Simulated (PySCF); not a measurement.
# Si: excitation energy

Si [Ne] 3s2 3p2 (3P) → Si [Ne] 3s2 3p1 4s1, s spin flipped, as a difference of total energies. All numbers are calculated (PySCF 2.14, the spin-free X2C one-electron Hamiltonian (Gaussian nucleus), in aug-cc-pVTZ-DK (6s5p3d2f, 50 functions)). Correlated levels: valence: [Ne] frozen. The calculations carry no spin-orbit coupling.

| method | excitation energy (eV) |
| --- | --- |
| UHF | 4.987 |
| LDA | 5.071 |
| PBE | 5.058 |
| PBE0 | 5.134 |
| r2SCAN | 5.292 |
| wB97M-V | 4.997 |
| B97-3 | 5.052 |
| wB97X | 5.220 |
| LC-wPBE | 5.335 |
| MP2 (valence) | 5.171 |
| SCS-MP2 (valence) | 5.097 |

Task: How much does correlation contribute at MP2 (valence)?

Result: 5.171 − (4.987) = 0.184 eV, measured against UHF.

The upper determinant mixes two multiplicities, so it lies between the two terms.

The promoted electron is Rydberg-like, and one or two diffuse shells describe it only roughly, which tends to raise the upper state.
